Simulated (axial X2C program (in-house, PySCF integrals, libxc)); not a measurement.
## Potential curves of ZrP⁻, with spin–orbit coupling

All values were computed with an in-house relativistic program for diatomic molecules. Two-component (2c) means X2C with spin–orbit coupling and atomic mean-field two-electron Coulomb and Gaunt terms. Basis: Zr dyall-acv3z [12s13p10d6f3g], P dyall-av3z [9s8p3d2f] (cores contracted in-house); Gaussian nuclei, density fitting, unrestricted open shells. Masses: Zr 89.905 u, P 30.974 u.

State: Ω = 0 (closed shell). Energies in kJ/mol from the lowest point of each curve. Fits are polynomials in 1 − R0/R over 0.85 to 1.23 times the lowest point R0.

| R (Å) | CCSD | PBE0 | HF | CCSD(T) |
| --- | --- | --- | --- | --- |
| 1.9993 | 75.48 | 59.00 | 63.06 | 87.76 |
| 2.0652 | 34.09 | 23.86 | 25.59 | 43.37 |
| 2.1311 | 10.09 | 5.34 | 5.70 | 16.13 |
| 2.1970 | 0.00 | 0.00 | 0.00 | 2.52 |
| 2.2739 | 1.95 | 6.67 | 7.52 | 0.00 |
| 2.3508 | 15.15 | 23.75 | 26.81 | 8.30 |
| 2.4497 | 43.86 | 56.44 | 64.15 | 30.12 |

Correlated methods: 10 electrons correlated (number of frozen shells: Zr 4 s, 3 p, 1 d; P 2 s, 1 p), 328 virtual spin orbitals or spinors in MP2, 90 natural virtuals in coupled cluster.

The state is a single determinant with fixed occupations, the lowest that a limited PBE0 search found. Closed shells are restricted here (equal orbitals for both partners); the stretched side of such a curve lies too high. Coupled cluster ran in a truncated set of natural virtual spinors; the MP2 energy of the rest was added. (T) has no such correction and the atoms are truncated less, which lowers De at CCSD(T) by a hundredth of an eV or more. Other states lie close and PBE0, whose exact exchange favours high spin, may order them wrongly; the determinant shown need not be the ground state. The nearest other 2c determinant of the search, Ω = 1, lies 0.41 eV up at the distance of the search. The outer-core s and p shells of the metal are frozen in the correlated rows, which leaves out core–valence correlation; for alkali and alkaline-earth bonds that tends to lengthen them. The T1 diagnostic is large, a sign of multireference character. With the outer-core shells frozen, correlated bond lengths of heavy atoms tend to come out a few hundredths of an ångström too long. Coupled cluster ran on the points near the minimum only. MP2 and coupled cluster on one determinant become unreliable at the stretched end.

Task: What are Re and ωe at the CCSD level?

Result: At CCSD, 2c: Re = 2.223 Å, ωe ≈ 530 cm⁻¹; Be follows as 0.148 cm⁻¹.

Task: Fit the PBE0 curve near its minimum: give the equilibrium distance and the harmonic wavenumber.

Result: At PBE0, 2c: Re = 2.195 Å, ωe ≈ 540 cm⁻¹; Be follows as 0.152 cm⁻¹.

Task: Fit the HF curve near its minimum: give the equilibrium distance and the harmonic wavenumber.

Result: At HF, 2c: Re = 2.195 Å, ωe ≈ 567 cm⁻¹; Be follows as 0.152 cm⁻¹.

Task: What are Re and ωe at the CCSD(T) level?

Result: At CCSD(T), 2c: Re = 2.250 Å, ωe ≈ 495 cm⁻¹; Be follows as 0.144 cm⁻¹.
